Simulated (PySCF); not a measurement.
A calculated (wB97M-V, PySCF 2.14, aug-cc-pVDZ-X2C, the spin-free X2C one-electron Hamiltonian (Gaussian nucleus)) atom or ion has these occupied shells.

| shell | electrons | orbital energy (eV) | rms radius, mean of both spins (bohr) |
| --- | --- | --- | --- |
| 1s β | 1 | -15990.9 | 0.0450 |
| 1s α | 1 | -15990.9 | 0.0450 |
| 2s α | 1 | -2185.3 | 0.187 |
| 2s β | 1 | -2185.3 | 0.187 |
| 2p α | 3 | -1938.5 | 0.166 |
| 2p β | 3 | -1938.4 | 0.166 |
| 3s β | 1 | -347.14 | 0.525 |
| 3s α | 1 | -347.13 | 0.525 |
| 3p β | 3 | -266.76 | 0.537 |
| 3p α | 3 | -266.76 | 0.537 |
| 3d α | 5 | -135.04 | 0.548 |
| 3d β | 5 | -135.02 | 0.548 |
| 4s α | 1 | -45.525 | 1.46 |
| 4s β | 1 | -45.436 | 1.46 |
| 4p α | 3 | -26.190 | 1.70 |
| 4p β | 3 | -25.952 | 1.70 |
| 5s β | 1 | -4.993 | 4.85 |
| 4d α | 1 | -3.130 | 4.23 |

Task: Name the element and its charge.

Result: Sr (strontium, neutral), in [Kr] 4d1 5s1, 5s spin antiparallel (an excited configuration).
